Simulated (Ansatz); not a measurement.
Start from `FCCCCl` and change one atom or group to get `FCC[SiH2]Cl`.

Ansatz, PBE0-D4/def2-TZVP geometries, multiplicity 1. Each molecule was computed in one conformer, which needn't be the lowest.

```tsv
property	`FCCCCl`
size of the dipole moment (ωB97M-V/def2-TZVPP) / D	2.12
HOMO energy (B3LYP/def2-TZVPP) / eV	-8.18
HOMO–LUMO gap (B3LYP/def2-TZVPP) / eV	8.76
HOMO–LUMO gap (ωB97M-V/def2-TZVPP) / eV	13.40
HOMO–LUMO gap (PBE/def2-TZVPP) / eV	6.77
LUMO energy (PBE0/def2-TZVPP) / eV	0.89
```

Task: What does the change do to each property? (Best estimate.)

Result: Ansatz gave: 
```
                                          property  `FCC[SiH2]Cl`  shift
size of the dipole moment (ωB97M-V/def2-TZVPP) / D           2.35   0.23
               HOMO energy (B3LYP/def2-TZVPP) / eV          -8.49  -0.31
             HOMO–LUMO gap (B3LYP/def2-TZVPP) / eV           8.54  -0.22
           HOMO–LUMO gap (ωB97M-V/def2-TZVPP) / eV          12.97  -0.43
               HOMO–LUMO gap (PBE/def2-TZVPP) / eV           6.73  -0.04
                LUMO energy (PBE0/def2-TZVPP) / eV           0.27  -0.62
```

With PBE0 the HOMO falls by 0.27 eV and the LUMO falls by 0.62 eV, so the gap narrows by about 0.35 eV. PBE moves the HOMO by -0.36 eV and ωB97M-V by -0.18 eV. Dipoles are sizes alone; their direction can turn.

B3LYP here is the variant with VWN-RPA as its local correlation; programs differ in this.
